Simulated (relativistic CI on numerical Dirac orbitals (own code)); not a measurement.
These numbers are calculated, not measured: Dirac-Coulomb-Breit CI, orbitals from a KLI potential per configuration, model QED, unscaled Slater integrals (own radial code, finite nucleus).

Configurations in the expansion: 1s², 1s2s, 1s2p, 1s3s, 1s3p, 1s3d, 1s4s, 1s4p, 1s4d, 1s4f, 1s5s, 1s5p, 1s5d, 1s5f, 1s5g, 1s6s, 1s6p, 1s6d. Levels of other configurations are missing.

At this charge energies of transitions that change n are usually good to better than 1 %, and those within a shell (Δn = 0) to a few per cent.

Outline of the computed level scheme of Ag XLVI. Lowest level of each configuration: 1s² ¹S0 at 0.0 eV; 1s2s ³S1 at 22542.4 eV; 1s2p ³P°1 at 22607.6 eV; 1s3s ³S1 at 26777.0 eV; 1s3p ³P°1 at 26794.8 eV; 1s3d ³D2 at 26865.1 eV; 1s4s ³S1 at 28242.5 eV; 1s4p ³P°1 at 28249.8 eV; 1s4d ³D2 at 28279.3 eV.

Some strong electric-dipole decays among the lowest 27 levels: 1s2p ¹P°1 → 1s² ¹S0 (4.1e+15 s⁻¹); 1s2p ³P°1 → 1s² ¹S0 (1.6e+15 s⁻¹); 1s3p ¹P°1 → 1s² ¹S0 (1.1e+15 s⁻¹); 1s4p ¹P°1 → 1s² ¹S0 (4.6e+14 s⁻¹); 1s3p ³P°1 → 1s² ¹S0 (4.2e+14 s⁻¹); 1s3d ³D3 → 1s2p ³P°2 (2.9e+14 s⁻¹); 1s3d ¹D2 → 1s2p ¹P°1 (2.6e+14 s⁻¹); 1s3d ³D2 → 1s2p ³P°1 (2.5e+14 s⁻¹).

LS names give the leading component of a level, which can be under half, so a name can repeat, a term be missing and a line seem to break the LS rules.
